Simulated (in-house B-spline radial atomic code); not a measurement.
Configurations of the indium ion In²⁺, with energies counted from [Kr] 4d10 5s1. Level of theory: scalar-relativistic (X2C) B3LYP, spin-polarised, spherical fractional occupations, Fermi nucleus of rms radius 4.6156 fm; calculated with a radial B-spline atomic code at the basis-set limit. Caution: exact exchange at fractional occupations of open shells leaves self-interaction of up to several eV. Shells without spins written out take the highest spin.

Occupations are held fixed; configurations that lie above the ionisation limit could autoionise.

```json
{"configuration": "[Kr] 4d9 5s1 5f1", "E - E(ref) (eV)": "40.266", "highest orbital": "5f up", "its <r> (bohr)": "8.941"}
{"configuration": "[Kr] 4d9 5s1 6f1", "E - E(ref) (eV)": "41.869", "highest orbital": "6f up", "its <r> (bohr)": "13.71"}
{"configuration": "[Ar] 3d10 4s2 4p(3 up, 2 down) 4d10 5s(1 up, 0 down) 6d(0 up, 1 down)", "E - E(ref) (eV)": "100.85", "highest orbital": "6d down", "its <r> (bohr)": "7.645"}
{"configuration": "[Ar] 3d9 4s2 4p6 4d10 5s1 5p1", "E - E(ref) (eV)": "455.24", "highest orbital": "5p up", "its <r> (bohr)": "2.662"}
{"configuration": "[Ar] 3d9 4s2 4p6 4d10 5s1 6s1", "E - E(ref) (eV)": "464.64", "highest orbital": "6s up", "its <r> (bohr)": "4.805"}
{"configuration": "[Ar] 3d(4 up, 5 down) 4s2 4p6 4d10 4f(1 up, 0 down) 5s(1 up, 0 down)", "E - E(ref) (eV)": "469.9", "highest orbital": "4f up", "its <r> (bohr)": "5.223"}
```

Problem. Order these further configurations by energy, lowest first.
A. [Ar] 3d9 4s2 4p6 4d10 5s1 6d1
B. [Ar] 3d9 4s2 4p6 4d10 5s1 5f1
C. [Kr] 4d(5 up, 4 down) 5s(1 up, 0 down) 5d(0 up, 1 down)
D. [Kr] 4d9 5s1 6p1
E. [Kr] 4d9 5s1 5p1

Solution. E (23.322 eV), C (33.445 eV), D (35.286 eV), A (470.51 eV), B (472.38 eV).

Problem. How far above the reference does [Kr] 4d9 5s1 6s1 lie?

Solution. 32.621 eV; its least bound orbital is 6s up with <r> = 4.832 bohr.

Problem. How far above the reference does [Kr] 4d10 6d(0 up, 1 down) lie?

Solution. 21.467 eV; its least bound orbital is 6d down with <r> = 7.817 bohr.
